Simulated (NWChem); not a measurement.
System: Si$_{2}$H$_{4}$OCl$_{2}$; SMILES O[SiH2][SiH](Cl)Cl

The following NWChem deck was run.

```
start job
memory heap 200 mb stack 900 mb global 1100 mb
geometry units angstroms noautoz
  O      0.406585     2.807850     0.091029
  Si    -0.826818     1.712977    -0.251577
  Si    -0.070590    -0.368679     0.542537
  Cl    -1.051358    -1.964736    -0.363745
  Cl     1.948477    -0.340740    -0.050127
  H      1.294306     2.439458    -0.081803
  H     -1.103151     1.541322    -1.723855
  H     -2.061591     2.203210     0.441170
  H     -0.075969    -0.614721     2.022553
end
basis spherical
  O library def2-svp
  Si library def2-svp
  Cl library def2-svp
  H library def2-svp
end
dft
  xc b3lyp
  iterations 200
  convergence diis 3
end
task dft gradient
```

Parts of the log:

```
             Northwest Computational Chemistry Package (NWChem) 7.3.0
             --------------------------------------------------------

 C1  symmetry detected

                             Geometry "geometry" -> ""
                             -------------------------

 Output coordinates in angstroms (scale by  1.889725989 to convert to a.u.)

  No.       Tag          Charge          X              Y              Z
 ---- ---------------- ---------- -------------- -------------- --------------
    1 O                    8.0000    -0.05060402     2.72895149     0.02678917
    2 Si                  14.0000    -1.12938592     1.45253947    -0.18394929
    3 Si                  14.0000    -0.00416774    -0.46660013     0.58193371
    4 Cl                  17.0000    -0.80598518    -2.21946870    -0.20240769
    5 Cl                  17.0000     1.93060549    -0.15899499    -0.18663274
    6 H                    1.0000     0.86477531     2.49083136    -0.21613391
    7 H                    1.0000    -1.49947317     1.19338371    -1.62245602
    8 H                    1.0000    -2.36126624     1.77673068     0.60488662
    9 H                    1.0000     0.15200210    -0.66182584     2.06129535

 Effective nuclear repulsion energy (a.u.)     424.5946773836

                                 NWChem DFT Module
                                 -----------------

 Summary of "ao basis" -> "ao basis" (spherical)
 ------------------------------------------------------------------------------
       Tag                 Description            Shells   Functions and Types
 ---------------- ------------------------------  ------  ---------------------
 O                          def2-svp                 6       14   3s2p1d
 Si                         def2-svp                 8       18   4s3p1d
 Cl                         def2-svp                 8       18   4s3p1d
 H                          def2-svp                 3        5   2s1p

            General Information
            -------------------
          SCF calculation type: DFT
          Wavefunction type:  closed shell.
          No. of atoms     :     9
          No. of electrons :    74
           Alpha electrons :    37
            Beta electrons :    37
          Charge           :     0
          Spin multiplicity:     1
          Use of symmetry is: off; symmetry adaption is: off
          Maximum number of iterations: 200
          AO basis - number of functions:   106
                     number of shells:    50
          Convergence on energy requested:  1.00D-06
          Convergence on density requested:  1.00D-05
          Convergence on gradient requested:  5.00D-04

              XC Information
              --------------
                         B3LYP Method XC Potential
                     Hartree-Fock (Exact) Exchange  0.200
                        Slater Exchange Functional  0.800 local
                    Becke 1988 Exchange Functional  0.720 non-local
              Lee-Yang-Parr Correlation Functional  0.810
                  VWN I RPA Correlation Functional  0.190 local

             Grid Information
             ----------------
          Grid used for XC integration:  medium
          Radial quadrature: Mura-Knowles
          Angular quadrature: Lebedev.
          Tag              B.-S. Rad. Rad. Pts. Rad. Cut. Ang. Pts.
          ---              ---------- --------- --------- ---------
          O                   0.60       49          12.0       434
          Si                  1.10       88          10.0       590
          Cl                  1.00       88          12.0       590
          H                   0.35       45          11.0       434
          Grid pruning is: on
          Number of quadrature shells:   581
          Spatial weights used:  Erf1

      Superposition of Atomic Density Guess
      -------------------------------------

 Sum of atomic energies:       -1572.81239697

      Non-variational initial energy
      ------------------------------

 Total energy =   -1574.039963
 1-e energy   =   -3023.007478
 2-e energy   =    1024.372837
 HOMO         =      -0.289850
 LUMO         =       0.015956

   convergence    iter        energy       DeltaE   RMS-Dens  Diis-err
 ---------------- ----- ----------------- --------- --------- ---------
 d= 0,ls=0.0,diis     1  -1576.5750840891 -2.00D+03  1.59D-02  8.71D-01
 d= 0,ls=0.0,diis     2  -1576.4756935262  9.94D-02  9.86D-03  1.72D+00
 d= 0,ls=0.0,diis     3  -1576.6729457579 -1.97D-01  1.77D-03  5.93D-02
  Resetting Diis
 d= 0,ls=0.0,diis     4  -1576.6771561972 -4.21D-03  9.14D-04  1.09D-02
 d= 0,ls=0.0,diis     5  -1576.6786019662 -1.45D-03  3.37D-04  3.58D-04
 d= 0,ls=0.0,diis     6  -1576.6785724869  2.95D-05  1.90D-04  6.04D-04
 d= 0,ls=0.0,diis     7  -1576.6786461329 -7.36D-05  2.27D-05  1.12D-05
 d= 0,ls=0.0,diis     8  -1576.6786470463 -9.13D-07  1.13D-05  1.08D-06
 d= 0,ls=0.0,diis     9  -1576.6786471458 -9.95D-08  4.05D-06  2.60D-07

         Total DFT energy =    -1576.678647145792
      One electron energy =    -3025.307405503254
           Coulomb energy =     1132.599415646421
    Exchange-Corr. energy =     -108.565334672521
 Nuclear repulsion energy =      424.594677383562

 Numeric. integr. density =       73.999990115219

                       DFT Final Molecular Orbital Analysis
                       ------------------------------------

 Vector   35  Occ=2.000000D+00  E=-3.290065D-01
              MO Center=  3.4D-01, -9.3D-01, -1.7D-01, r^2= 4.9D+00
   Bfn.  Coefficient  Atom+Function         Bfn.  Coefficient  Atom+Function
  ----- ------------  ---------------      ----- ------------  ---------------
    61      0.406762  4 Cl px                80      0.351904  5 Cl py
    58      0.307981  4 Cl px                77      0.264841  5 Cl py
    63     -0.190155  4 Cl pz                81      0.188431  5 Cl pz
    55      0.178060  4 Cl px                74      0.153237  5 Cl py
    79      0.153138  5 Cl px                60     -0.146774  4 Cl pz

 Vector   36  Occ=2.000000D+00  E=-3.253535D-01
              MO Center= -5.9D-01,  1.1D+00, -1.6D-01, r^2= 5.6D+00
   Bfn.  Coefficient  Atom+Function         Bfn.  Coefficient  Atom+Function
  ----- ------------  ---------------      ----- ------------  ---------------
     6      0.415719  1 O  pz                 9      0.308669  1 O  pz
    63      0.268637  4 Cl pz                92      0.215177  7 H  s
    60      0.197681  4 Cl pz                97     -0.183159  8 H  s
    93      0.177995  7 H  s                 98     -0.154212  8 H  s
    80     -0.132026  5 Cl py                57      0.114797  4 Cl pz

 Vector   37  Occ=2.000000D+00  E=-2.847322D-01
              MO Center= -2.6D-01,  3.4D-01,  9.1D-02, r^2= 5.0D+00
   Bfn.  Coefficient  Atom+Function         Bfn.  Coefficient  Atom+Function
  ----- ------------  ---------------      ----- ------------  ---------------
    62      0.232918  4 Cl py                 5     -0.195532  1 O  py
     6      0.191496  1 O  pz                41     -0.184983  3 Si py
    79     -0.185186  5 Cl px                35     -0.182588  3 Si s
    23      0.180791  2 Si py               102      0.170726  9 H  s
    59      0.158682  4 Cl py                 9      0.155646  1 O  pz

 Vector   38  Occ=0.000000D+00  E=-3.295782D-02
              MO Center= -4.7D-01,  4.8D-01,  2.4D-01, r^2= 4.5D+00
   Bfn.  Coefficient  Atom+Function         Bfn.  Coefficient  Atom+Function
  ----- ------------  ---------------      ----- ------------  ---------------
    43      0.512650  3 Si px                26      0.470846  2 Si py
    44      0.438554  3 Si py                 3     -0.388461  1 O  s
    25      0.346999  2 Si px                79      0.288412  5 Cl px
    72     -0.286225  5 Cl s                 62      0.227842  4 Cl py
    54      0.219212  4 Cl s                 40      0.181150  3 Si px

 Vector   39  Occ=0.000000D+00  E=-1.757883D-02
              MO Center= -1.4D-01, -1.7D-01,  2.4D-01, r^2= 4.2D+00
   Bfn.  Coefficient  Atom+Function         Bfn.  Coefficient  Atom+Function
  ----- ------------  ---------------      ----- ------------  ---------------
    45      0.598788  3 Si pz                44      0.485812  3 Si py
    35     -0.409133  3 Si s                 93      0.360872  7 H  s
    27      0.355710  2 Si pz                98     -0.349563  8 H  s
    79     -0.343161  5 Cl px                43     -0.313819  3 Si px
   103     -0.304582  9 H  s                 62      0.293147  4 Cl py

[...]

                         DFT ENERGY GRADIENTS

    atom               coordinates                        gradient
                 x          y          z           x          y          z
   1 O      -0.095628   5.156971   0.050624   -0.003508   0.008263   0.003714
   2 Si     -2.134230   2.744902  -0.347614    0.002276  -0.005183   0.000385
   3 Si     -0.007876  -0.881746   1.099695   -0.001361   0.001207  -0.003983
   4 Cl     -1.523091  -4.194188  -0.382495   -0.000226  -0.000530  -0.000456
   5 Cl      3.648315  -0.300457  -0.352685    0.000047   0.000778  -0.000392
   6 H       1.634188   4.706989  -0.408434    0.006917  -0.003587  -0.002115
   7 H      -2.833593   2.255168  -3.065997   -0.001329  -0.001402  -0.004457
   8 H      -4.462146   3.357534   1.143070   -0.003571   0.001105   0.002465
   9 H       0.287242  -1.250669   3.895283    0.000754  -0.000651   0.004838
```

Level: B3LYP/def2-SVP. The geometry was optimised at PBE-D3(BJ)/def2-SVP. B3LYP is NWChem's, with the RPA form of VWN correlation.
